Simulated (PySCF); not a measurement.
# Sr: excitation energy

Sr [Kr] 5s2 (1S) → Sr [Kr] 5s1 5p1 (3P), as a difference of total energies. All numbers are calculated (PySCF 2.14, scalar relativity by spin-free X2C-1e, in aug-cc-pwCVTZ-X2C with one added diffuse shell each of s, p, d, f type (11s10p8d4f, 109 functions)). Correlated levels: valence: [Kr] frozen. The calculations carry no spin-orbit coupling.

| method | excitation energy (eV) | error (eV) |
| --- | --- | --- |
| UHF | 0.971 | -0.852 |
| MP2 (valence) | 1.440 | -0.383 |
| SCS-MP2 (valence) | 1.574 | -0.249 |
| CCSD (valence) | 1.574 | -0.249 |

Reference: 1.823 eV (measured; NIST levels, between the centres of gravity of the two terms).

Errors of the correlated levels include the incompleteness of this basis and the frozen core.

With two correlated electrons CCSD is exact in that space.
